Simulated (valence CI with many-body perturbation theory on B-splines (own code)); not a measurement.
# E1 transitions of Re25+

Computed by valence CI with perturbative core correlation (CI+MBPT): four valence electrons over a frozen Dirac-Fock core [Kr] 4d10, radial functions for each j: 7 s, 7 p, 7 d, 7 f, 4 g, 2 h, with the one-electron correlation potential Σ1, the two-electron term Σ2, the three-electron term Σ3, Breit, model QED; selected CI, second order for the rest, scaled by the run's own slope (own B-spline code, finite nucleus).

No measured spectrum was set against this ion. As an estimate, terms of the open shell hold to a few per cent of their energy, and close levels can change places.

Lines 151 to 200 of 350 in falling wavelength, among levels below 1278100 cm⁻¹, chosen from the strongest by gf and those to the six lowest levels. Wavelengths and rates use the calculated energies, so an error of 2000 cm⁻¹ moves a line at 311.2 Å by 0.62 % and its rate by three times that or more. Electric multipoles are in the length gauge, E1 and E2 with the static RPA response of the core. Weak lines are less certain than strong ones. Lines between different terms over intervals too small for the method are left out, as are lines whose strength nearly cancels. Where a level lies close to another of its J and parity, the split of strength between their lines is uncertain. The highest levels of a list are the least certain.

Names give the largest LS component (configuration and term), which can be under half, so a name can repeat, a term be missing and a line seem to break the LS rules; names also repeat where a configuration has a term twice. Letters in brackets count levels of one name in rising energy.

```tsv
λ vac (Å)	Upper	Lower	A (s⁻¹)	S (a.u.) with core polarisation	S without
311.2	4f3.5p 5K_5	4f3.5s 3I°_5 [a]	4.68e+08	7.66e-02	9.81e-02
311.1	4f3.5p 3I_5	4f3.5s 3K°_6	1.99e+06	3.24e-04	4.15e-04
309.7	4f3.5p 5H_3	4f3.5s 5D°_2	3.31e+07	3.39e-03	4.36e-03
309.7	4f3.5p 3I_5	4f3.5s 3H°_6 [a]	5.56e+05	8.97e-05	1.18e-04
308.5	4f3.5p 5H_3	4f3.5s 3F°_4 [a]	7.20e+07	7.30e-03	9.35e-03
307.8	4f3.5p 5K_6	4f3.5s 3I°_6 [a]	1.87e+08	3.51e-02	4.49e-02
307.7	4f3.5p 5G_2	4f3.5s 3F°_2 [a]	3.97e+08	2.86e-02	3.66e-02
307.5	4f3.5p 3H_4 [b]	4f3.5s 3G°_3 [b]	3.29e+07	4.25e-03	5.45e-03
307.3	4f3.5p 5K_6	4f3.5s 3G°_5 [a]	8.46e+07	1.57e-02	2.02e-02
307.2	4f3.5p 5K_5	4f3.5s 5I°_6	1.62e+07	2.55e-03	3.26e-03
307.1	4f3.5p 5G_3	4f3.5s 3G°_3 [b]	2.96e+08	2.96e-02	3.78e-02
307.0	4f3.5p 3D_1	4f3.5s 3S°_1	1.87e+07	8.00e-04	1.02e-03
306.6	4f3.5p 3I_5	4f3.5s 5F°_5	1.88e+07	2.94e-03	3.77e-03
305.3	4f3.5p 5K_7	4f3.5s 3I°_7 [a]	2.63e+07	5.54e-03	7.06e-03
305.1	4f3.5p 3D_2	4f3.5s 3G°_3 [b]	5.41e+08	3.79e-02	4.86e-02
304.4	4f3.5p 5G_2	4f3.5s 5G°_3	1.62e+07	1.13e-03	1.45e-03
304.3	4f3.5p 3H_4 [b]	4f3.5s 5F°_5	1.03e+07	1.29e-03	1.65e-03
304.0	4f3.5p 5I_5	4f3.5s 3I°_6 [a]	7.53e+08	1.15e-01	1.47e-01
303.5	4f3.5p 5I_5	4f3.5s 3G°_5 [a]	3.73e+07	5.67e-03	7.28e-03
303.4	4f3.5p 3D_1	4f3.5s 3F°_2 [a]	8.93e+08	3.69e-02	4.73e-02
303.1	4f3.5p 5I_5	4f3.5s 3H°_4 [a]	2.62e+08	3.96e-02	5.08e-02
302.9	4f3.5p 3I_5	4f3.5s 5G°_4	3.37e+07	5.09e-03	6.49e-03
302.8	4f3.5p 5H_6	4f3.5s 3I°_7 [a]	4.20e+08	7.48e-02	9.57e-02
302.2	4f3.5p 5H_3	4f3.5s 3G°_3 [b]	4.18e+08	3.98e-02	5.11e-02
301.9	4f3.5p 3H_4 [a]	4f3.5s 3I°_5 [a]	9.58e+08	1.17e-01	1.50e-01
301.3	4f3.5p 5G_2	4f3.5s 5S°_2	1.44e+06	9.75e-05	1.29e-04
300.7	4f3.5p 3H_4 [b]	4f3.5s 5G°_4	4.61e+07	5.57e-03	7.14e-03
300.4	4f3.5p 5G_3	4f3.5s 5G°_4	5.69e+06	5.33e-04	6.88e-04
298.3	4f3.5p 5K_6	4f3.5s 5I°_7	1.38e+08	2.35e-02	3.02e-02
298.3	4f3.5p 5G_2	4f3.5s 5G°_2	1.16e+08	7.62e-03	9.70e-03
298.1	4f3.5p 3H_4 [b]	4f3.5s 3G°_3 [a]	5.16e+08	6.07e-02	7.79e-02
297.8	4f3.5p 5G_3	4f3.5s 3G°_3 [a]	9.40e+06	8.58e-04	1.10e-03
297.6	4f3.5p 5G_2	4f3.5s 5F°_3	7.69e+06	5.00e-04	6.39e-04
297.1	4f3.5p 3D_1	4f3.5s 5S°_2	9.96e+06	3.87e-04	5.03e-04
295.9	4f3.5p 3D_2	4f3.5s 3G°_3 [a]	4.89e+08	3.12e-02	4.00e-02
295.7	4f3.5p 5H_3	4f3.5s 5G°_4	2.62e+08	2.34e-02	3.01e-02
295.2	4f3.5p 3D_2	4f3.5s 3S°_1	8.25e+08	5.24e-02	6.71e-02
294.2	4f3.5p 3D_1	4f3.5s 5G°_2	8.00e+08	3.02e-02	3.88e-02
293.9	4f3.5p 3I_5	4f3.5s 5F°_4	5.12e+08	7.06e-02	9.05e-02
293.7	4f3.5p 5G_3	4f3.5s 3F°_2 [a]	1.28e+09	1.12e-01	1.44e-01
293.2	4f3.5p 5K_7	4f3.5s 5I°_8	2.40e+08	4.48e-02	5.74e-02
293.1	4f3.5p 5H_3	4f3.5s 3G°_3 [a]	3.44e+08	2.99e-02	3.83e-02
291.9	4f3.5p 3H_4 [b]	4f3.5s 5F°_4	1.22e+08	1.35e-02	1.73e-02
291.8	4f3.5p 3D_2	4f3.5s 3F°_2 [a]	3.57e+08	2.19e-02	2.80e-02
291.6	4f3.5p 5G_3	4f3.5s 5F°_4	4.20e+08	3.59e-02	4.61e-02
291.0	4f3.5p 3H_4 [b]	4f3.5s 5G°_3	6.44e+08	7.05e-02	9.05e-02
290.7	4f3.5p 5K_5	4f3.5s 5I°_5	4.80e+09	6.40e-01	8.21e-01
290.7	4f3.5p 5G_3	4f3.5s 5G°_3	5.76e+08	4.89e-02	6.28e-02
289.8	4f3.5p 5K_7	4f3.5s 3I°_6 [a]	6.77e+09	1.22e+00	1.56e+00
289.2	4f3.5p 5H_3	4f3.5s 3F°_2 [a]	2.27e+09	1.90e-01	2.43e-01
```
